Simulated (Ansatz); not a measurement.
## Worked example: the step energy

An elementary step of Si5NH15O, closed shell (Si₄H₁₀O ([OH][Si]([SiH3])([SiH3])[SiH3]) + SiNH₅ ([NH2][SiH3]) → Si₅H₁₂O ([SiH3][O][Si]([SiH3])([SiH3])[SiH3]) + NH₃; Si–N, H–O broken or loosened, Si–O, N–H formed or tightened). “Start” and “end” are the PBE0-D4/def2-TZVP structures reached by relaxing down either side of its saddle point, with the molecules still in contact.

Program: Ansatz 0.2.0. Basis: def2-TZVPP and def2-QZVPP. Cores are frozen in the correlated methods.

Energies in eV:

| quantity | end | start |
| --- | --- | --- |
| Hartree–Fock, triple zeta (X = 3) | -43072.83120 | -43072.29778 |
| Hartree–Fock, quadruple zeta (X = 4) | -43074.23869 | -43073.69583 |
| MP2 correlation, X = 3 | -30.12443 | -30.23899 |
| MP2 correlation, X = 4 | -32.36787 | -32.48871 |
| CCSD(T) correlation, X = 3 | -34.38920 | -34.50085 |

Task: Work out the step energy at the basis limit: extrapolate Hartree–Fock as E(X) = E∞ + A exp(−7.88 √X) and the MP2 correlation as E(X) = E∞ + B X^−2.97 (the exponents that Neese and Valeev fitted for def2-TZVPP and QZVPP), then add CCSD(T) − MP2 in triple zeta.

Result: Each step is linear, so take the differences first (end − start): Hartree–Fock -0.53342 (X = 3) and -0.54286 (X = 4); MP2 correlation 0.11456 and 0.12084; CCSD(T) correlation 0.11165.
Two points give E∞ = E(4) + w [E(4) − E(3)], with w = 1/(exp(7.88 (2 − √3)) − 1) = 0.1377 for Hartree–Fock and w = 1/((4/3)^2.97 − 1) = 0.7407 for the correlation.
Hartree–Fock: -0.54286 + 0.1377 × (-0.00944) = -0.5442 eV.
MP2 correlation: 0.12084 + 0.7407 × 0.00628 = 0.1255 eV.
CCSD(T) − MP2: 0.11165 − 0.11456 = -0.0029 eV.
Sum: -0.5442 + 0.1255 + (-0.0029) = -0.4216 eV, or -9.72 kcal/mol. Plain CCSD(T) in triple zeta gives -0.4218 eV, so the larger basis shifts the result by 0.0002 eV.

No T1 diagnostic of these runs exceeds 0.014.

The step is the kind of ligand exchange by which a precursor binds to a hydroxyl group, or is hydrolysed, in atomic layer deposition of oxides. Here a small cluster stands in for the surface site.

Labels in which every atom is bracketed show which atoms are joined, not bond orders.

For scale, one of the runs: CCSD(T)/def2-TZVPP, 482 basis functions, launched by `ansatz run in.yaml --threads 4 --pin off --events-out ev --progress --plain --max-ram 66560MiB --backend cuda --devices 0, --max-vram 37GiB`. The run took 27 s on 4 CPU threads of an AMD EPYC 7R13 and a share of one NVIDIA H100 (shared host), with 1.3 GiB of host memory at its peak.
